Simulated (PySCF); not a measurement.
C3H7BFN, SMILES FB(N)/C=C/C.

Geometry: ωB97X-D3(BJ)/def2-SVP. The geometry has at least one imaginary mode, so it is a saddle point at that level. The structure was generated by enumeration; whether it is a known compound was not checked. The values are those of a single conformer.

Method: B3LYP/def2-TZVP run with PySCF.

Computed frontier levels, gap, dipole moment and polarisability:
```yaml
highest_occupied_level: -7.08 eV
lowest_empty_level: -0.78 eV
orbital_gap: 6.30 eV
dipole_moment: 0.539 e·Å
quadrupole, principal values (traceless, Buckingham form, about the centre of nuclear charge): -4.49, -4.28, 8.77 D·Å
mean_static_polarisability: 59.9 bohr³ (8.88 Å³)
polarisability_principal_values: 41.7, 58.6, 79.4 bohr³
```
